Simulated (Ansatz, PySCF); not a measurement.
Reaction (SMILES): CN(C)C [N,N-dimethylmethanamine] + 3 [H][H] (H2) -> 3 C (CH4) + N (NH3)
Structures are relaxed separately at B3LYP-D3(BJ)/def2-TZVP in Ansatz (an electronic-structure program).

Quantity: energy of full hydrogenation (0 K, with B3LYP-D3(BJ) harmonic zero-point energies from PySCF), in kcal/mol. Valence correlation only, unless marked. No spin-orbit coupling. Non-relativistic. Basis-set limits of correlation are two-point, X^-3; Hartree-Fock from the larger set. [CCSD(T)-MP2]/basis is that difference in the basis named.

```tsv
level	program	energy of full hydrogenation (kcal/mol)	minus last row
HF/aug-cc-pVDZ	Ansatz	-68.4	-10.8
PBE0/STO-3G	Ansatz	-36.1	21.5
TPSSh-D4/def2-TZVPD	PySCF + dftd4	-51.7	5.9
HSE06/def2-TZVPD	Ansatz	-59.6	-2.0
wB97X-V/def2-TZVPD	Ansatz	-55.7	1.9
MP2/STO-3G	Ansatz	-31.9	25.7
CCSD/cc-pVTZ	Ansatz	-59.9	-2.3
CCSD(T)/cc-pVDZ	Ansatz	-53.2	4.4
CCSD(T)/cc-pVTZ	Ansatz	-57.4	0.2
RI-MP2/CBS(cc-pVTZ,cc-pVQZ)+[CCSD(T)-MP2]/cc-pVTZ	Ansatz	-57.6	0.0
```
